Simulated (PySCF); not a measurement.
Potential energy of YN along the bond

Set-up: basis Y def2-TZVPP with ECP28, N def2-TZVPP; scalar-relativistic core potentials; PySCF 2.14. Energies in eV from Y (4d1 5s2) + N in their ground configurations at the same level. State: ¹Σ⁺ (singlet), closed shell.

All columns are PBE0. A positive dipole means Y(−)N(+).

| R (Å) | E (eV) | μ (D) | Mulliken charge on Y (basis-dependent) | HOMO (eV) | LUMO (eV) | Mayer bond order | ⟨S²⟩ |
| --- | --- | --- | --- | --- | --- | --- | --- |
| 1.542 | -2.788 | -6.43 | 0.51 | -4.30 | -1.72 | 3.05 | 0.00 |
| 1.614 | -3.509 | -6.92 | 0.52 | -4.27 | -1.88 | 3.09 | 0.00 |
| 1.685 | -3.889 | -7.24 | 0.53 | -4.27 | -2.03 | 3.12 | 0.00 |
| 1.739 | -4.005 | -7.36 | 0.53 | -4.29 | -2.14 | 3.14 | 0.00 |
| 1.793 | -4.017 | -6.38 | 0.53 | -4.23 | -2.39 | 3.08 | 0.19 |
| 1.847 | -3.988 | -4.55 | 0.52 | -4.41 | -2.58 | 2.82 | 0.59 |
| 1.919 | -3.894 | -4.12 | 0.50 | -4.65 | -2.61 | 2.52 | 0.85 |
| 2.008 | -3.636 | -4.59 | 0.48 | -4.82 | -2.53 | 2.43 | 0.91 |
| 2.116 | -3.185 | -5.05 | 0.46 | -4.98 | -2.60 | 2.33 | 0.99 |
| 2.259 | -2.496 | -5.26 | 0.42 | -4.79 | -2.56 | 2.10 | 1.23 |

⟨S²⟩ is raised (YN 0.16), so spin contamination touches these numbers. The metal atom is held in its measured ground configuration; semilocal functionals can put another filling of s and d lower by some tenths of an eV, and De to that atom would be smaller. ⟨S²⟩ of the unrestricted solution departs from its pure value on part of the curve, where spin states mix. Spin–orbit coupling is left out, which matters for elements this heavy, above all for dissociation energies.
